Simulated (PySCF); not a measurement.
Vertical excitations of a molecule C2H7BOS from TDA-PBE/def2-SVPD in PySCF 2.14.0, as energy in eV (oscillator strength): 5.91 (0.032), 6.40 (0.107), 6.53 (0.000), 6.56 (0.016), 6.67 (0.014), 6.86 (0.000), 7.10 (0.014), 7.16 (0.001), 7.33 (0.057), 7.51 (0.029). Lowest triplet (TDA): 5.39 eV. Geometry optimised at B3LYP-D3(BJ)/def2-SVP. The values are those of a single conformer.

Task: Identify the compound among the candidates.
(A) CSB(C)O
(B) COB(C)S
(C) COBSC

Result: B, COB(C)S
